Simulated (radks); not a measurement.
Results of a calculation; reference values are marked as such.
Task: The caesium ion Cs+, [Xe]. Level of theory: non-relativistic Kohn-Sham, PBE, spin-polarised, spherical densities, point nucleus (a radial shooting solver on a logarithmic mesh with Libxc functionals). Every spin shell is full or empty, so the densities are truly spherical. Functionals are evaluated on that one density, not self-consistently. Rank these orbital-free kinetic functionals by their error against the exact value of the orbitals, and give that value: Thomas-Fermi, von Weizsacker, TF + vW, TF + vW/9, TF + vW/5, LC94, APBEK, Perdew 92, Thakkar, Pearson, LKT, PG1, DePristo-Kress, Ernzerhof.

Result: Exact: 7553.29 hartree. From best to worst, with 100 (|E| - |E exact|)/|E exact| (equal figures are ties): LC94 +0.05, APBEK +0.09, DePristo-Kress -0.13, Ernzerhof -0.43, Thakkar -0.63, Perdew 92 -0.68, TF + vW/9 -0.69, Pearson -0.91, TF + vW/5 +2.89, Thomas-Fermi -5.17, PG1 +14.49, LKT +18.48, TF + vW +35.11, von Weizsacker -59.72.
